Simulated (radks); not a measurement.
Q: Valence configurations of Nb2+ (all share [Kr]). All-electron calculation, scalar-relativistic Kohn-Sham, LDA (Slater exchange, Perdew-Wang correlation), spin-polarised, spherical densities, finite nucleus; open shells are filled with parallel spins first (spin-orbit coupling, left out, can overturn this in heavy ions); Fermi nuclear charge, rms radius 4.324 fm. Program: a radial shooting solver on a logarithmic mesh with Libxc functionals. Order these by energy: 4d2.5 5p0.5; 4d2 5p1; 4d2.5 5s0.5; 5p3; 4d2 5s0.5 5p0.5; 4d3; 4d1 5s2; 4d0.5 5p2.5; 4d2 5s1; 4d1 5p2.

A: From the lowest, in eV above it: 4d3 0.000; 4d2.5 5s0.5 1.310; 4d2 5s1 2.871; 4d2.5 5p0.5 3.857; 4d2 5s0.5 5p0.5 5.488; 4d1 5s2 8.007; 4d2 5p1 8.105; 4d1 5p2 17.987; 4d0.5 5p2.5 23.669; 5p3 29.865. NIST lists [Kr] 4d3 as the ground configuration; this level of theory agrees among the configurations tried. The energies are those of spherical high-spin densities, not of single terms.
